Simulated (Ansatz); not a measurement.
Reaction (ligand exchange at the Si–O bond): `CO[SiH2][SiH](O)F` + HI → `O[SiH](F)[SiH2]I` + CH₃OH

Calculated with Ansatz (gas phase, PBE0-D4/def2-TZVP geometries, no zero-point term in ΔE). CCSD(T)/CBS is the MP2 limit (def2-TZVPP, def2-QZVPP) plus CCSD(T) − MP2 in def2-TZVPP, frozen cores. This one scheme is used for every species. Functionals use def2-TZVPP. B3LYP here is the variant with VWN-RPA as its local correlation; programs differ in this. def2 core potentials past Kr. For I outer-core shells are correlated without core-valence functions, which leaves a few kJ/mol of doubt a bond. One conformer a species, not always the lowest.

`CO[SiH2][SiH](O)F`:

Z-matrix (Å, degrees):
```
C
O 1 1.409
H 1 1.096 2 111.4
H 1 1.096 2 111.4 3 -121.4
H 1 1.091 2 108.3 3 119.3
Si 2 1.646 1 122.6 3 60.5
Si 6 2.342 2 105.9 1 -179.1
H 6 1.493 2 111.0 1 -57.9
H 6 1.493 2 110.7 1 60.9
O 7 1.638 6 105.7 2 -177.1
F 7 1.603 6 110.0 2 64.1
H 7 1.488 6 115.3 2 -54.4
H 10 0.959 7 119.1 6 170.2
```

HI:

Z-matrix (Å, degrees):
```
I
H 1 1.610
```

`O[SiH](F)[SiH2]I`:

```xyz
9

O     1.578   -0.740    0.950
Si    1.070    0.126   -0.333
F     1.453    1.671   -0.182
Si   -1.275    0.030   -0.442
I    -1.968    0.056    1.920
H     1.042   -0.697    1.748
H     1.796   -0.397   -1.510
H    -1.916    1.186   -1.116
H    -1.780   -1.234   -1.034
```

CH₃OH:

Z-matrix (Å, degrees):
```
C
O 1 1.409
H 1 1.097 2 112.4
H 1 1.090 2 107.0 3 -118.5
H 1 1.097 2 112.4 3 123.0
H 2 0.959 1 108.5 3 -61.6
```

```tsv
level	ΔE (kcal/mol)	difference from CCSD(T)/CBS
PBE-D4	-5.2	-2.0
r2SCAN-D4	-3.1	0.1
PBE0-D4	-4.9	-1.7
B3LYP-D4	-1.4	1.8
ωB97X-V	-1.5	1.7
B2PLYP	-0.7	2.5
r2SCAN	-3.1	0.1
PBE0	-4.4	-1.2
MP2/def2-TZVPP	-2.6	0.6
SCS-MP2/def2-TZVPP	-0.7	2.5
CCSD/def2-TZVPP	-0.1	3.1
CCSD(T)/def2-TZVPP	-0.8	2.4
SCS-MP2/def2-QZVPP	-1.9	1.3
HF/CBS(def2)	1.8	5.0
MP2/CBS(def2)	-5.0	-1.8
CCSD/CBS(def2)	-2.5	0.7
CCSD(T)/CBS	-3.2	0
```

Largest T1 diagnostic among the species: 0.012.

The D4 term adds −1.0 kcal/mol with B3LYP and −0.5 kcal/mol with PBE0; it sums over pairs of atoms, weighted by their polarisabilities, and B3LYP, whose exchange is more repulsive, gets the larger term. In def2-TZVPP, CCSD(T) changes the Hartree–Fock value by −2.4 kcal/mol (the triples alone add −0.7 kcal/mol) and MP2 by −4.1 kcal/mol.
